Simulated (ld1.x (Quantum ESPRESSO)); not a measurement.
**An all-electron radial function and its pseudo partner (aluminium)**

Columns: radius, all-electron u(r) and pseudo u(r) of the 3p shell (level -3.04 eV) of aluminium in the configuration [Ne] 3s1.5 3p1.5; PBE, scalar-relativistic, RRKJ scheme, ld1.x (Quantum ESPRESSO) 7.5.

```tsv
r (bohr)	all-electron	pseudo
0.115	0.0910	-0.0022
0.230	0.1869	-0.0089
0.345	0.2203	-0.0206
0.460	0.2014	-0.0377
0.575	0.1502	-0.0606
0.690	0.0820	-0.0896
0.805	0.0070	-0.1244
0.920	-0.0685	-0.1643
1.035	-0.1411	-0.2081
1.150	-0.2086	-0.2541
1.265	-0.2700	-0.3007
1.380	-0.3248	-0.3459
1.495	-0.3732	-0.3881
1.610	-0.4157	-0.4262
1.725	-0.4524	-0.4595
1.840	-0.4834	-0.4877
1.955	-0.5089	-0.5111
2.070	-0.5291	-0.5299
2.185	-0.5446	-0.5448
2.300	-0.5557	-0.5557
2.415	-0.5629	-0.5629
2.530	-0.5665	-0.5665
2.645	-0.5669	-0.5669
2.760	-0.5646	-0.5646
2.875	-0.5598	-0.5598
2.990	-0.5530	-0.5530
```

Q: How many radial nodes do the two functions have?

A: The all-electron 3p function has n − l − 1 = 1; the pseudo-wave has 0, since the states of the same l below it are removed with the core.

Q: At about which radius was the pseudo-wave matched?

A: 2.30 bohr, where the columns begin to agree (steps of 0.12 bohr).

Q: Where does each function peak?

A: Outermost all-electron maximum near 2.65 bohr, pseudo maximum near 2.65 bohr (to the table’s step).

Q: Is the pseudo-wave norm-conserving?

A: Yes: the RRKJ scheme keeps the norm inside the radius equal to the all-electron one, which fixes the energy derivative of the logarithmic derivative at the level.
